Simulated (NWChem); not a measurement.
System: sulfur difluoride (SF2); SMILES FSF

Here is an NWChem input.

```
start job
memory heap 200 mb stack 900 mb global 1100 mb
geometry units angstroms noautosym nocenter noautoz
  F      1.227542     0.000000    -0.496096
  S      0.000000     0.000000     0.548457
  F     -1.227542     0.000000    -0.496096
end
basis spherical
  * library 6-31g*
end
dft
  xc b3lyp
  iterations 150
end
property
  efieldgrad
end
task dft property
```

Parts of the log:

```
             Northwest Computational Chemistry Package (NWChem) 7.3.0
             --------------------------------------------------------

                             Geometry "geometry" -> ""
                             -------------------------

 Output coordinates in angstroms (scale by  1.889725989 to convert to a.u.)

  No.       Tag          Charge          X              Y              Z
 ---- ---------------- ---------- -------------- -------------- --------------
    1 F                    9.0000     1.22754200     0.00000000    -0.49609600
    2 S                   16.0000     0.00000000     0.00000000     0.54845700
    3 F                    9.0000    -1.22754200     0.00000000    -0.49609600

 Effective nuclear repulsion energy (a.u.)     112.0126537180

                              NWChem Property Module
                              ----------------------

  itol2e modified to match energy
  convergence criterion.

                                 NWChem DFT Module
                                 -----------------

 Summary of "ao basis" -> "ao basis" (spherical)
 ------------------------------------------------------------------------------
       Tag                 Description            Shells   Functions and Types
 ---------------- ------------------------------  ------  ---------------------
 F                           6-31g*                  6       14   3s2p1d
 S                           6-31g*                  8       18   4s3p1d

  itol2e modified to match energy
  convergence criterion.

            General Information
            -------------------
          SCF calculation type: DFT
          Wavefunction type:  closed shell.
          No. of atoms     :     3
          No. of electrons :    34
           Alpha electrons :    17
            Beta electrons :    17
          Charge           :     0
          Spin multiplicity:     1
          Use of symmetry is: off; symmetry adaption is: off
          Maximum number of iterations: 150
          AO basis - number of functions:    46
                     number of shells:    20
          Convergence on energy requested:  1.00D-07
          Convergence on density requested:  1.00D-05
          Convergence on gradient requested:  5.00D-04

              XC Information
              --------------
                         B3LYP Method XC Potential
                     Hartree-Fock (Exact) Exchange  0.200
                        Slater Exchange Functional  0.800 local
                    Becke 1988 Exchange Functional  0.720 non-local
              Lee-Yang-Parr Correlation Functional  0.810
                  VWN I RPA Correlation Functional  0.190 local

             Grid Information
             ----------------
          Grid used for XC integration:  fine
          Radial quadrature: Mura-Knowles
          Angular quadrature: Lebedev.
          Tag              B.-S. Rad. Rad. Pts. Rad. Cut. Ang. Pts.
          ---              ---------- --------- --------- ---------
          F                   0.50       70           7.0       590
          S                   1.00      123           6.0       770
          Grid pruning is: on
          Number of quadrature shells:   263
          Spatial weights used:  Erf1

      Superposition of Atomic Density Guess
      -------------------------------------

 Sum of atomic energies:        -596.20034500

      Non-variational initial energy
      ------------------------------

 Total energy =    -596.427907
 1-e energy   =   -1051.354394
 2-e energy   =     342.913833
 HOMO         =      -0.218784
 LUMO         =      -0.013655

   convergence    iter        energy       DeltaE   RMS-Dens  Diis-err
 ---------------- ----- ----------------- --------- --------- ---------
 d= 0,ls=0.0,diis     1   -597.7202378417 -7.10D+02  2.60D-02  6.34D-01
 d= 0,ls=0.0,diis     2   -597.6704903491  4.97D-02  1.45D-02  1.25D+00
 d= 0,ls=0.0,diis     3   -597.7891830219 -1.19D-01  2.48D-03  4.83D-02
 d= 0,ls=0.0,diis     4   -597.7928944514 -3.71D-03  5.88D-04  1.30D-03
 d= 0,ls=0.0,diis     5   -597.7930288185 -1.34D-04  3.15D-05  1.86D-06
 d= 0,ls=0.0,diis     6   -597.7930290563 -2.38D-07  6.09D-06  1.22D-07
 d= 0,ls=0.0,diis     7   -597.7930290728 -1.65D-08  1.37D-06  3.04D-09

         Total DFT energy =     -597.793029072822
      One electron energy =    -1051.008604016413
           Coulomb energy =      387.856452860828
    Exchange-Corr. energy =      -46.653531635270
 Nuclear repulsion energy =      112.012653718032

 Numeric. integr. density =       34.000000988257

                       DFT Final Molecular Orbital Analysis
                       ------------------------------------

 Vector   15  Occ=2.000000D+00  E=-4.295685D-01
              MO Center= -2.5D-09,  7.3D-11, -4.4D-01, r^2= 2.0D+00
   Bfn.  Coefficient  Atom+Function         Bfn.  Coefficient  Atom+Function
  ----- ------------  ---------------      ----- ------------  ---------------
     3      0.399561  1 F  px                35      0.399561  3 F  px
     7      0.276829  1 F  px                39      0.276829  3 F  px
     5      0.263161  1 F  pz                37     -0.263161  3 F  pz
     9      0.176243  1 F  pz                41     -0.176243  3 F  pz
    25      0.099582  2 S  px                31     -0.042791  2 S  d  1

 Vector   16  Occ=2.000000D+00  E=-4.185443D-01
              MO Center=  4.3D-09,  1.0D-11, -3.2D-02, r^2= 2.1D+00
   Bfn.  Coefficient  Atom+Function         Bfn.  Coefficient  Atom+Function
  ----- ------------  ---------------      ----- ------------  ---------------
     5      0.405709  1 F  pz                37      0.405709  3 F  pz
    23     -0.309149  2 S  pz                 9      0.298757  1 F  pz
    41      0.298757  3 F  pz                20     -0.288815  2 S  s
    24     -0.284158  2 S  s                 16      0.140407  2 S  s
    19      0.120243  2 S  pz                32      0.055435  2 S  d  2

 Vector   17  Occ=2.000000D+00  E=-2.471303D-01
              MO Center=  7.9D-11,  1.9D-10,  3.6D-01, r^2= 1.7D+00
   Bfn.  Coefficient  Atom+Function         Bfn.  Coefficient  Atom+Function
  ----- ------------  ---------------      ----- ------------  ---------------
    22      0.717111  2 S  py                26      0.344624  2 S  py
     4     -0.265819  1 F  py                36     -0.265819  3 F  py
    18     -0.258061  2 S  py                 8     -0.210728  1 F  py
    40     -0.210728  3 F  py

[...]

          -----------------------
          Electric field gradient
          -----------------------

 1 a.u. = 0.324123 10**(16) esu/cm**3  ( or statvolts/cm**2 ) = 0.97174 10**(22) v/m**2

 ------------------------------------------------------------
   Atom      X         Y         Z
 ------------------------------------------------------------
    1 F    2.31972   0.00000  -0.93749
 ------------------------------------------------------------

 Electric field gradient in molecular frame (a.u.)
         XX             YY             ZZ             XY             XZ             YZ
 ------------------------------------------------------------------------------------------
       -1.338363       1.986139      -0.647775       0.000000       1.786707      -0.000000

 Principal components (a.u.) and orientation
 of principal axis w.r.t. absolute frame                      Asymmetry parameter eta
 --------------------------------------------------------------------------------------
       -2.812836       1.986139       0.826697                       0.412197

        0.771280       0.000000       0.636496
       -0.000000       1.000000      -0.000000
       -0.636496       0.000000       0.771280

 ------------------------------------------------------------
   Atom      X         Y         Z
 ------------------------------------------------------------
    2 S    0.00000   0.00000   1.03643
 ------------------------------------------------------------

 Electric field gradient in molecular frame (a.u.)
         XX             YY             ZZ             XY             XZ             YZ
 ------------------------------------------------------------------------------------------
       -3.728829       5.670002      -1.941173       0.000000      -0.000000       0.000000

 Principal components (a.u.) and orientation
 of principal axis w.r.t. absolute frame                      Asymmetry parameter eta
 --------------------------------------------------------------------------------------
        5.670002      -3.728829      -1.941173                       0.315283

        0.000000       1.000000      -0.000000
        1.000000      -0.000000      -0.000000
        0.000000       0.000000       1.000000

 ------------------------------------------------------------
   Atom      X         Y         Z
 ------------------------------------------------------------
    3 F   -2.31972   0.00000  -0.93749
 ------------------------------------------------------------

 Electric field gradient in molecular frame (a.u.)
         XX             YY             ZZ             XY             XZ             YZ
 ------------------------------------------------------------------------------------------
       -1.338363       1.986139      -0.647775      -0.000000      -1.786707      -0.000000

 Principal components (a.u.) and orientation
 of principal axis w.r.t. absolute frame                      Asymmetry parameter eta
 --------------------------------------------------------------------------------------
       -2.812836       1.986139       0.826697                       0.412197

        0.771280      -0.000000      -0.636496
        0.000000       1.000000       0.000000
        0.636496      -0.000000       0.771280
```

Level: B3LYP/6-31G* (spherical d). Geometry: optimised at PBE0/def2-SVP. B3LYP is NWChem's, with the RPA form of VWN correlation. NWChem prints the field gradient with the sign opposite to the second derivative of the potential.
